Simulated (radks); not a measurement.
Effect of the nuclear size on the niobium ion Nb3+, [Kr] 4d2. All-electron calculation, Dirac Kohn-Sham, PBE, spin-unpolarised, spherical densities, finite nucleus; open shells fill j = l - 1/2 first; Fermi nuclear charge, rms radius 4.324 fm. Program: a radial shooting solver on a logarithmic mesh with Libxc functionals. The rms radius is varied about that value; shifts are against it.

rms radius (fm)  total energy shift (eV)  density at nucleus (e/bohr^3)  1s1/2 shift (meV)  2s1/2 shift (meV)  4s1/2 shift (meV)  4p1/2 shift (meV)  5s1/2 (empty) shift (meV)
3.8051                            -0.286                      8.359e+04               -121              -12.8             -0.358              0.031                     -0.064
4.177                            -0.0844                      8.279e+04              -35.7              -3.79             -0.105              0.009                     -0.019
4.324                                  0                       8.25e+04              0.000              0.000              0.000              0.000                      0.000
4.6742                             0.212                      8.184e+04               89.5               9.49              0.264             -0.023                      0.047
5.1369                             0.514                      8.104e+04                217               23.1              0.642             -0.056                      0.115

Slopes of the eigenvalues against <r^2> in GHz/fm^2, as finite differences over the two radii next to the reference (eigenvalue slopes, not the field-shift constants of lines): 1s1/2 6880, 2s1/2 730, 4s1/2 20.3, 4p1/2 -1.77, 5s1/2 (empty) 3.64.
